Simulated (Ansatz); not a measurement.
Reaction (ligand exchange at the Sn–C bond): `[SnH3][CH2][SnH3]` + `N[SiH3]` → `[SiH3][NH][SnH3]` + `[CH3][SnH3]`

Isolated molecules relaxed with PBE0-D4/def2-TZVP in Ansatz; ΔE leaves out vibrations. CCSD(T)/CBS adds triple-zeta CCSD(T) − MP2 to the extrapolated MP2 energy (def2 sets, frozen cores). This one scheme is used for every species. Functionals use def2-TZVPP. B3LYP here is the variant with VWN-RPA as its local correlation; programs differ in this. def2 core potentials past Kr. For Sn outer-core shells are correlated without core-valence functions, which leaves a few kJ/mol of doubt a bond.

Question: Is it downhill or uphill in electronic energy at CCSD(T)/CBS, and by how much? (Best estimate.)

Answer: Ansatz gave: Downhill: ΔE = -4.1 kcal/mol.

Question: What do these levels give: PBE-QIDH, revPBE, B3LYP, CCSD/def2-SVP, MP2/def2-TZVPP, SCS-MP2/def2-QZVPP? (An estimate is asked.)

Answer: Computed: PBE-QIDH -4.0, revPBE -4.1, B3LYP -5.3, CCSD/def2-SVP -5.6, MP2/def2-TZVPP -3.5, SCS-MP2/def2-QZVPP -4.6 kcal/mol.

Question: What do rigid-rotor, harmonic-oscillator terms from PBE0-D4/def2-TZVP frequencies (298.15 K, 1 bar) make of the CCSD(T)/CBS value? (Estimate.)

Answer: The calculation gave: ΔZPE = -0.1 kcal/mol, ΔH = -4.2 kcal/mol, ΔS = 0 J/(mol·K), ΔG = -4.3 kcal/mol. Modes under 50 cm⁻¹ make the entropy rough.

Largest T1 diagnostic among the species: 0.013.

In def2-TZVPP, CCSD(T) changes the Hartree–Fock value by +2.8 kcal/mol (the triples alone add +0.3 kcal/mol) and MP2 by +3.3 kcal/mol. At CCSD(T), def2-SVP lies −1.4 kcal/mol from the extrapolated value and def2-TZVPP +0.1 kcal/mol.
